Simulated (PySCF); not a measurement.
Molecule: C$_{4}$H$_{3}$O$_{2}$, charge -1, multiplicity 1. It need not be the lowest isomer of its formula. Whether it binds its extra electron was not tested at this geometry. 
Geometry from a B3LYP-D3(BJ)/def2-TZVP (Ansatz) optimisation:
SMILES: c1[c-]oc(O)c1
```xyz
9

O      1.8699     0.5310    -0.4866
C      0.5536     0.2393    -0.1950
C     -0.5914     0.8865    -0.4998
C     -1.6265     0.0607     0.0993
C     -1.1163    -1.0459     0.7423
O      0.3398    -0.8735     0.5129
H      2.3715    -0.1876    -0.0833
H     -0.6790     1.8044    -1.0614
H     -2.6867     0.2791     0.0532
```
Charge -1, spin multiplicity 1.

Dispersion corrections to the total energy (kcal/mol) from the dftd3 and dftd4 libraries through PySCF: D3(BJ) without and D4 with the three-body term, each with the damping fitted for the functional named.

```tsv
functional	D3(BJ)	D4
CAM-B3LYP	-3.19	-4.24
BLYP	[?]	-11.67
B2PLYP	-3.36	-3.56
TPSSh	-4.87	-6.30
BP86	-6.61	[?]
PBE0	-3.63	-4.26
r2SCAN	[?]	-1.25
```

Question: What belongs in the gaps?

Answer: 
- BLYP, D3(BJ): -9.14
- BP86, D4: -6.65
- r2SCAN, D3(BJ): -1.15
